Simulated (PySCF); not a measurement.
Structure from NMR data

An unknown has the formula C₄H₈BF₃P₂. Its calculated NMR data are:

¹H NMR (500 MHz, computed): δ 5.86 (m, 1H), 5.65 (m, 1H), 5.63 (m, 1H), 2.98 (m, 2H), 2.55 (m, 1H), 1.93 (m, 1H), 1.24 (m, 1H).

¹³C{¹H} NMR (computed): δ 142.9 (CH), 128.1 (CH2), 29.1 (CH), 18.5 (CH2).

Computed data (PySCF 2.14.0 with density-fitted response routines): shielding tensors at PBE0/pcSseg-1 (GIAO), structure optimised with PBE0-D3(BJ)/def2-SVP. One conformer, non-relativistic, no solvent model, fast rotation and ring inversion assumed for equivalent nuclei.

Shifts are taken against calculated references (same method and geometry level): ¹H (σ = 31.27 ppm) and ¹³C (σ = 184.41 ppm) vs TMS.

Task: Deduce the structure.

Result: 
4 carbon signals for 4 carbons: no two carbons are equivalent. Carbon types of the structure: 2 × CH, 2 × CH2, leaving 2 H on heteroatoms. δC 142.9: alkene CH; an sp2 carbon of a C=C bond. δC 128.1: terminal =CH2 carbon; the olefinic region. δC 29.1, 18.5: three-membered-ring carbon; carbons of three-membered rings are unusually shielded. δH 5.86, 5.65: hydrogen on a terminal =CH2 carbon; olefinic region. δH 5.63: hydrogen on an alkene CH; a vinylic proton, deshielded by the sp2 carbon and the C=C anisotropy. δH 2.98: hydrogen on a phosphorus bonded to P. δH 2.55, 1.93, 1.24: hydrogen on a three-membered-ring carbon.

These data were computed for `InChI=1S/C4H8BF3P2/c1-2-4-3-10(4,9)5(6,7)8/h2,4H,1,3,9H2/t4-,10+/m1/s1`.

The shifts were computed for this structure.

Splittings by ¹⁹F and ³¹P in the carbon and heteronuclear signals aren't shown, as no couplings were computed. Shifts are as computed. Against solution values, carbons near 30 ppm lie about +2 ppm off and those near 130 ppm about +5 ppm. Of 1313 compounds with measured shifts, 239 miss one by over three times the rms of a fit or turn the order of signals round; such compounds aren't used in these exercises. Multiplicities follow the n + 1 count of equivalent neighbours, as no J values were calculated; m marks all less simple cases, F and P coupling included.
